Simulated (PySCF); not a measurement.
C6H8NO (doublet state).
Cartesian coordinates in Å at the GFN2-xTB level; atoms count from 1:
```
atom  x, y, z in Å
O1     1.835    0.907    1.637
C2     2.099   -0.038    0.944
N3     1.261   -0.618    0.058
C4    -0.075   -0.134   -0.150
C5    -1.173   -0.039    0.927
C6    -1.721    0.442   -0.422
C7    -1.073   -0.761   -1.126
C8    -0.453    1.273   -0.653
H9     3.082   -0.547    0.962
H10    1.561   -1.408   -0.493
H11   -1.557   -0.976    1.318
H12   -1.026    0.704    1.702
H13   -1.454   -1.747   -0.878
H14   -0.859   -0.659   -2.186
H15   -0.192    1.513   -1.679
H16   -0.263    2.096    0.026
```

The hyperfine couplings belong to this conformer and change with its torsions.

Identity: `O=CNC12C[C](C1)C2` [radical].

Method: PySCF, UKS B3LYP, pcH-1 on C H N O, non-relativistic, mean-field spin-orbit, GIAO. One conformer (not necessarily the lowest) at the GFN2-xTB geometry, without solvent, vibrations or thermal averaging. Couplings are sensitive to structure, and on GFN2-xTB geometries they can be far from those on DFT ones. No stability test was run, so a lower SCF solution isn't excluded.

Q: Give the principal g shifts and their parts.

A: 
| Δg (ppm) | 1 | 2 | 3 |
| --- | --- | --- | --- |
| relativistic mass correction | -177 | -177 | -177 |
| gauge correction | 11 | 20 | 19 |
| orbital Zeeman/spin–orbit | -24 | 382 | 610 |
| total | -191 | 225 | 452 |

So g = 2.00213, 2.00254, 2.00277 and g_iso = 2.00248; the tensor is rhombic: the two nearest values differ by 35 % of g3 − g1. 

Q: What effective moment and Curie constant follow for a powder?

A: With the mean of g² = 4.0099 and S(S+1) = 0.75: μ_eff = √(⟨g²⟩S(S+1)) = 1.734 μB and χT = 0.12505·⟨g²⟩·S(S+1) = 0.376 cm³ K/mol (cgs; spin-Hamiltonian part alone).

Q: What are the electron Larmor frequencies g μB B/h along the three axes at 330 mT?

A: 9.2474, 9.2493, 9.2503 GHz for g1, g2 and g3, a range of 3.0 MHz.

Q: In a frozen sample, at which fields do the three g values resonate at 9.5, 34, 94 and 263 GHz (hyperfine left aside), and which band first spreads them over more than twice a line width of 1.0 mT?

A: 
```csv
band,GHz,B(g3) mT,B(g2) mT,B(g1) mT,spread mT
X,9.5,338.91,338.95,339.02,0.11
Q,34.0,1212.93,1213.07,1213.32,0.39
W,94.0,3353.40,3353.78,3354.47,1.08
J,263.0,9382.38,9383.44,9385.39,3.01
```

The spread grows in proportion to the frequency. J band is the first where it exceeds 2.0 mT.

The largest Mulliken spin population is on C6 (+0.82). The angles at C6 add up to 271.2°, so it is pyramidal.

The HOMO–LUMO gaps are 6.16 eV among the α and 5.18 eV among the β orbitals.
